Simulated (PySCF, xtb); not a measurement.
H7Si3, SMILES [SiH3][SiH][SiH3], multiplicity 2.

Harmonic wavenumbers (cm⁻¹) from GFN2-xTB in xtb at its own minimum, in rising order: 61, 63, 90, 281, 373, 403, 418, 429, 475, 539, 598, 766, 801, 806, 818, 843, 848, 2076, 2158, 2165, 2195, 2196, 2204, 2212.

Problem. What does PBE-D3(BJ)/def2-SVP (PySCF) give at its own minimum? (Estimate from the structure and the level; the computed values follow.)

Solution. 70, 71, 88, 289, 369, 416, 448, 473, 521, 551, 686, 820, 847, 893, 898, 899, 901, 2130, 2130, 2135, 2157, 2158, 2167, 2169. Paired by order, the mean absolute difference is 38 cm⁻¹ and the zero-point energies are 34.0 and 34.7 kcal/mol.
